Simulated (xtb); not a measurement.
Species: Cl3Ge, SMILES `[Cl][Ge]([Cl])[Cl]` (charge 0, multiplicity 2).

Question: Give a relaxed geometry from GFN2-xTB in xtb 6.7.1.

Answer: the end point of this relaxation (outside a Z-matrix the atoms follow the SMILES, hydrogens last).
Z-matrix (Å, degrees):
```
Ge
Cl 1 2.1900
Cl 1 2.1900 2 105.44
Cl 1 2.1901 2 105.44 3 111.27
```
